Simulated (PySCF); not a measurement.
Sb³⁶⁺: ionisation energy

Sb³⁶⁺ [Ne] 3s2 3p3 (4S) → Sb³⁷⁺ [Ne] 3s2 3p2 (3P), as a difference of total energies. All numbers are calculated (PySCF 2.14, scalar relativity by spin-free X2C-1e, in an uncontracted even-tempered set (18 s from 6.2 bohr⁻², ratio 2.5; 12 p from 8.1 bohr⁻², ratio 2.5; 4 d from 33 bohr⁻², ratio 2.7; 4 f from 50 bohr⁻², ratio 2.7)). Correlated levels: outer shells: 1s2 frozen; virtual orbitals above 40 to 60 times the deepest correlated orbital energy dropped. The calculations carry no spin-orbit coupling.

```
            method  ionisation energy (eV)
               UHF                  2458.1
               PBE                  2458.9
              PBE0                  2459.1
            r2SCAN                  2459.9
              PW91                  2459.4
             B3LYP                  2459.3
MP2 (outer shells)                  2458.6
```

**Question.** Estimate what SCS-MP2 (outer shells) gives.

**Answer.** 2458.3 eV, closest to UHF among the rows shown.

**Question.** Estimate what LDA gives.

**Answer.** 2458.5 eV, closest to MP2 (outer shells) among the rows shown.

Spin-orbit coupling is strong in these open shells (close to jj coupling). The scalar numbers leave it out and a first-order estimate fails, so it can dominate the gap to the real levels.

Breit and QED terms and the two-electron picture change are absent.

For comparison: 2428 ± 5 eV (theoretical estimate listed by NIST; NIST Atomic Spectra Database, ionization energies).
